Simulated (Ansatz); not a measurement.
Ansatz (a first-principles code) job for CsF, SMILES [F][Cs], PBE-D3(BJ)/def2-TZVPD. 

Ansatz 0.2 input:
```yaml
crystal:
  periodic: [false, false, false]
  atoms:
    - {symbol: Cs, position_ang: [0.00000000, 0.00000000, -0.33642019]}
    - {symbol: F, position_ang: [0.00000000, 0.00000000, 2.05590115]}
basis:
  gaussian:
    orbitals: def2-TZVPD
hamiltonian:
  xc: pbe
  dispersion: d3bj
relax: {f_tol: 0.002, max_steps: 200}
```

Output:

```
WARN ansatz: RAYON_NUM_THREADS=1 ignored (pool sized by the plan → 1); use --threads N
Functional definition: PBE
integrals: 0.02 GiB planned
506 factors; their error is unknown
mean field: 0.14 GiB planned
mean field evaluation 1: about -3260.5485 eV, gradient 5.6e1 eV
mean field evaluation 2: about -2928.9561 eV, gradient 1.8e2 eV
mean field evaluation 4: about -3261.3390 eV, gradient 5.2e1 eV
mean field evaluation 8: about -3265.7713 eV, gradient 2.8e-2 eV
mean field evaluation 16: about -3265.7679 eV, gradient 1.3e-5 eV
mean field -3265.76792764 eV, -120.0147577238 hartree, gradient 1.3e-5 eV, S^2 0.000000; 0 other end points of the search recorded, 0 dependent functions left out
the calculation of the forces begins
reference -3265.76796488 eV, -120.0147590923 hartree; 9, 9 occupied and 63, 63 virtual orbitals, 506 factors
relax step   1: F+E_penalty+E_count = -3265.77707105 eV  Δ(F+E_penalty+E_count) = +0.000e0 eV  max|allowed force component| = 7.829e-2 eV/Å  Δτ_max = 0.0000 Å  (28 SCF iters, accepted)
these checks for a lower state are left out or cut short: starts, cluster_reference, orbital_swaps, neighbouring_geometries, increment
integrals: 0.02 GiB planned
506 factors; their error is unknown
mean field: 0.14 GiB planned
mean field -3265.76792423 eV, -120.0147575986 hartree, gradient 1.9e-5 eV, S^2 0.000000; 0 other end points of the search recorded, 0 dependent functions left out
the calculation of the forces begins
reference -3265.76796103 eV, -120.0147589506 hartree; 9, 9 occupied and 63, 63 virtual orbitals, 506 factors
relax step   2: F+E_penalty+E_count = -3265.77705836 eV  Δ(F+E_penalty+E_count) = +1.270e-5 eV  max|allowed force component| = 7.723e-2 eV/Å  Δτ_max = 0.0106 Å  (27 SCF iters, rejected (line search))
these checks for a lower state are left out or cut short: starts, cluster_reference, orbital_swaps, neighbouring_geometries, increment
integrals: 0.02 GiB planned
506 factors; their error is unknown
mean field: 0.14 GiB planned
mean field evaluation 32: about -3265.7683 eV, gradient 1.2e-5 eV
mean field -3265.76833880 eV, -120.0147728337 hartree, gradient 1.2e-5 eV, S^2 0.000000; 0 other end points of the search recorded, 0 dependent functions left out
the calculation of the forces begins
reference -3265.76837582 eV, -120.0147741942 hartree; 9, 9 occupied and 63, 63 virtual orbitals, 506 factors
relax step   3: F+E_penalty+E_count = -3265.77747781 eV  Δ(F+E_penalty+E_count) = -4.068e-4 eV  max|allowed force component| = 1.997e-3 eV/Å  Δτ_max = 0.0051 Å  (27 SCF iters, accepted)
integrals: 0.02 GiB planned
506 factors; their error is unknown
mean field: 0.14 GiB planned
mean field -3265.76833880 eV, -120.0147728337 hartree, gradient 1.2e-5 eV, S^2 0.000000; 1 other end points of the search recorded, 0 dependent functions left out
the calculation of the forces begins
reference -3265.76837582 eV, -120.0147741942 hartree; 9, 9 occupied and 63, 63 virtual orbitals, 506 factors
Total energy: -3265.77751483 eV, -120.0151100466 hartree
Atom 0 at    -0.000000     0.000000    -0.341520 Å, force     0.000000     0.000000    -0.001997 eV/Å
Atom 1 at     0.000000    -0.000000     2.061001 Å, force    -0.000000    -0.000000     0.001997 eV/Å
Dipole moment:    -0.000000    -0.000000    -1.617824 e Å
```

The run converged.

Cost: very roughly 5 core-seconds.
